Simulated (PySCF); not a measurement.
Species: C6H16N2.
Atom-mapped SMILES: `[CH3:1][CH2:2][CH2:3][NH:4][N:5]([CH3:6])[CH2:7][CH3:8]` (hydrogens: H9, H10, H11 on C1; H12, H13 on C2; H14, H15 on C3; H16 on N4; H17, H18, H19 on C6; H20, H21 on C7; H22, H23, H24 on C8)

All values: PBE0/pcSseg-1 (PySCF, non-relativistic), on one gas-phase PBE0-D3(BJ)/def2-SVP geometry that isn't relaxed in the solvent. The solvent is an IEF-PCM continuum (van der Waals radii × 1.2). Only the electrostatic response of the medium enters.

Gas phase at PBE0/pcSseg-1: HOMO -6.05 eV, LUMO 1.35 eV, dipole 1.21 D.

Task: What does the continuum do to the energy, the frontier levels and the dipole at PBE0/pcSseg-1 in benzene and acetone?

Result: 
```tsv
solvent	ε	E(solvent) − E(gas) (kcal/mol)	polarisation term (kcal/mol)	distortion of the solute (kcal/mol)	HOMO (eV)	LUMO (eV)	dipole (D)
benzene	2.271	-1.34	-1.40	0.06	-6.04	1.45	1.40
acetone	20.49	-3.11	-3.51	0.40	-6.08	1.51	1.70
```

The first energy column is the sum of the next two and covers electrostatics alone. From benzene to acetone the lowering changes by a factor 2.33, Onsager's factor (ε − 1)/(2ε + 1) by 2.02 and ε itself by 9.0.

Task: Which radius a makes the point-dipole formula ΔE = −[(ε − 1)/(2ε + 1)]·μ²/a³ give the value in acetone, with the gas-phase dipole?

Result: μ = 0.476 au and |ΔE| = 0.00496 Eh give a = 1.46 Å; the farthest nucleus lies 3.87 Å from the centroid of the nuclei, so such a sphere wouldn't even hold the nuclei. The formula assumes a rigid point dipole at the centre of a sphere.

Task: Which IAO charges (PBE0/pcSseg-1) respond most in acetone (means over atoms taken as equivalent)?

Result: 
```json
{"atoms": "N5", "environment": "hydrazine nitrogen", "gas (e)": "-0.168", "solvent (e)": "-0.181", "change": "-0.013"}
{"atoms": "N4", "environment": "hydrazine nitrogen", "gas (e)": "-0.329", "solvent (e)": "-0.340", "change": "-0.011"}
{"atoms": "H16", "environment": "N–H hydrogen", "gas (e)": "+0.243", "solvent (e)": "+0.253", "change": "+0.010"}
{"atoms": "C6", "environment": "N-methyl carbon", "gas (e)": "-0.310", "solvent (e)": "-0.315", "change": "-0.005"}
{"atoms": "H20/H21", "environment": "methylene hydrogen", "gas (e)": "+0.111", "solvent (e)": "+0.116", "change": "+0.005"}
{"atoms": "H17/H18/H19", "environment": "methyl hydrogen", "gas (e)": "+0.127", "solvent (e)": "+0.132", "change": "+0.005"}
```

Task: Which Mayer bond orders change most in acetone?

Result: 
| bond | length (Å) | gas | solvent | change |
| --- | --- | --- | --- | --- |
| N4–N5 | 1.396 | 1.007 | 0.995 | -0.012 |
| N5–C6 | 1.444 | 0.970 | 0.966 | -0.004 |
| N5–C7 | 1.449 | 0.944 | 0.940 | -0.004 |
| N4–H16 | 1.017 | 0.935 | 0.931 | -0.004 |
| C6–H18 | 1.101 | 0.967 | 0.964 | -0.003 |
| C6–H19 | 1.112 | 0.944 | 0.947 | +0.003 |
| C3–N4 | 1.450 | 0.943 | 0.941 | -0.002 |
| C2–H12 | 1.106 | 0.951 | 0.949 | -0.002 |

Task: How do the nuclear quadrupole coupling constants eQVzz/h respond in acetone?

Result: 
```
  nucleus  Q (barn)  gas (MHz)  solvent (MHz)  η gas  η solvent
14N at N4   0.02044      -7.08          -6.99   0.34       0.37
14N at N5   0.02044      -7.43          -7.32   0.31       0.31
```

Shape of the structure used: `[CH3:1][CH2:2][CH2:3][NH:4][N:5]([CH3:6])[CH2:7][CH3:8]`: C1–C2–C3–N4 -62°, C2–C3–N4–N5 171°, C3–N4–N5–C6 47°, N4–N5–C7–C8 -60°.
